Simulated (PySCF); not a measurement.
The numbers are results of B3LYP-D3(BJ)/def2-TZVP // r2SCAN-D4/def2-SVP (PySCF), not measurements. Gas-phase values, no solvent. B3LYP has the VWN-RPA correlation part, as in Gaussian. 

Reference species: [W(Cl)6] (neutral, multiplicity 1).

The charge on the central atom (Mulliken) is 1.09 e and the coordination number is 6. The mean distance from the central atom to its bonded neighbours is 2.313 Å.

Changed species: [W(Cl)(F)5] (5 of 6 Cl replaced by F; the reference has 0 of 6 Cl replaced by F).

Predict the effect on the charge on the central atom (Mulliken), coordination number and mean distance from the central atom to its bonded neighbours.

the charge on the central atom (Mulliken) increases by 0.63 e, to 1.72 e; the coordination number is nearly the same; the mean distance from the central atom to its bonded neighbours falls by 0.389 Å, to 1.924 Å.
